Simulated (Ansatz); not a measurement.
Basis sets compared for Hf₃O₁₂H₁₂, a hydroxylated oxide cluster. Total charge 0; singlet. Geometry PBE-D4/def2-SVP. Ansatz on 2 threads of AMD EPYC 7R13 on a shared host and a share (18 GiB) of an NVIDIA H100 80GB HBM3; times are rough, and most runs start from earlier orbitals.

| atom | x (Å) | y (Å) | z (Å) |
| --- | --- | --- | --- |
| Hf1 | 0.862 | -1.349 | -0.826 |
| Hf2 | -2.256 | -0.259 | 1.082 |
| Hf3 | 0.554 | 1.740 | 0.623 |
| O4 | 3.895 | 0.365 | -2.111 |
| O5 | 0.355 | 3.306 | -0.518 |
| O6 | -0.475 | -1.216 | -2.252 |
| O7 | -0.266 | -0.156 | 0.518 |
| O8 | 1.578 | 2.141 | 2.227 |
| O9 | 2.646 | -1.918 | -1.672 |
| O10 | 1.832 | 0.613 | -0.577 |
| O11 | -2.896 | -0.615 | -0.773 |
| O12 | -1.483 | 1.778 | 1.389 |
| O13 | 0.445 | -2.859 | 0.350 |
| O14 | -1.850 | -2.025 | 1.935 |
| O15 | -3.874 | 0.243 | 2.076 |
| H16 | 3.623 | 0.589 | -3.020 |
| H17 | 3.615 | -0.603 | -2.023 |
| H18 | 0.113 | 3.815 | -1.302 |
| H19 | -1.421 | -1.095 | -1.993 |
| H20 | 2.224 | 2.655 | 2.728 |
| H21 | 3.096 | -2.773 | -1.568 |
| H22 | 2.686 | 0.733 | -1.128 |
| H23 | -3.787 | -0.843 | -1.084 |
| H24 | -1.998 | 2.532 | 1.724 |
| H25 | -0.282 | -2.837 | 1.016 |
| H26 | -2.424 | -2.582 | 2.485 |
| H27 | -4.513 | 0.621 | 2.693 |

In the def2 sets Hf takes a core potential; there is no spin–orbit coupling. Single mean-field runs in def2-TZVP are fitted with def2-universal-jkfit. In the singlet geometry the species has come apart into loosely held pieces.

Binding counts from free atoms (Hf triplet, O triplet, H doublet) in the same basis, without a counterpoise term.

```
           level  functions  energy (Eh)  HOMO (eV)  LUMO (eV)  binding per atom (eV)  wall time
 PBE-D4/def2-SVP        324   -1053.3109      -6.03      -1.03                   4.79      3.2 s
PBE0-D4/def2-SVP        324   -1053.1864      -7.70      -0.31                   4.61      2.8 s
```

Problem. Estimate the rows for PBE-D4/def2-TZVP, PBE0-D4/def2-TZVP.

Solution. 
```json
{"level": "PBE-D4/def2-TZVP", "functions": "564", "energy (Eh)": "-1054.4300", "HOMO (eV)": "-6.22", "LUMO (eV)": "-1.17", "binding per atom (eV)": "4.74", "wall time": "3.1 s"}
{"level": "PBE0-D4/def2-TZVP", "functions": "564", "energy (Eh)": "-1054.3030", "HOMO (eV)": "-7.85", "LUMO (eV)": "-0.44", "binding per atom (eV)": "4.58", "wall time": "2.6 s"}
```
